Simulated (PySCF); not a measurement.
Au(Me)2(acac) (C7H13AuO2), SMILES CC1=CC(C)=[O]->[Au]([CH3])([CH3])[O]1, multiplicity 1. Atoms are numbered in the order given.

```xyz
23

Au     0.0000     0.0000     0.8110
C      0.0000    -1.4248     2.2743
H     -0.8978    -1.3288     2.9004
H      0.8978    -1.3288     2.9004
H      0.0000    -2.3879     1.7446
C      0.0000     1.4248     2.2743
H      0.8978     1.3288     2.9004
H     -0.8978     1.3288     2.9004
H      0.0000     2.3879     1.7446
C      0.0000     2.5041    -2.8308
C      0.0000     1.2625    -1.9680
C      0.0000     0.0000    -2.5942
C      0.0000    -1.2625    -1.9680
C      0.0000    -2.5041    -2.8308
O      0.0000    -1.4937    -0.7172
O      0.0000     1.4937    -0.7172
H      0.0000     2.2796    -3.9052
H     -0.8844     3.1124    -2.5830
H      0.8844     3.1124    -2.5830
H      0.0000     0.0000    -3.6835
H      0.0000    -2.2796    -3.9052
H      0.8844    -3.1124    -2.5830
H     -0.8844    -3.1124    -2.5830
```
Charge 0, spin multiplicity 1.

Geometry: B3LYP-D3(BJ)/def2-SVP. The spin state was assumed, not searched. The isomer is the one that the SMILES or the coordinates give; other isomers of the formula were not compared. The def2 effective core potentials stand for the cores of Au; spin–orbit coupling is left out. The values are those of a single conformer.

Calculation: TDA-PBE0/def2-SVP in PySCF.

Vertical excitations. The molecule is in vacuum. State labels are in the subgroup C2v.

Computed lowest excited states:
```csv
state,symmetry,energy (eV),λ (nm),f,main pairs
S1,B1,4.65,266,0.001,HOMO−1→LUMO 98 %
S2,A2,4.68,265,0.000,HOMO→LUMO+1 98 %
S3,B2,5.04,246,0.137,HOMO→LUMO 80 %
S4,A2,5.30,234,0.000,"HOMO−2→LUMO 77 %, HOMO−3→LUMO 20 %"
S5,B2,5.87,211,0.034,"HOMO−3→LUMO+1 52 %, HOMO−2→LUMO+1 19 %, HOMO−6→LUMO+1 17 %"
S6,A1,5.93,209,0.316,HOMO−1→LUMO+1 90 %
T1,B2,3.22,385,0,HOMO→LUMO 99 %
T2,B1,4.33,287,0,HOMO−1→LUMO 97 %
```
Triplets are in the Tamm–Dancoff approximation.
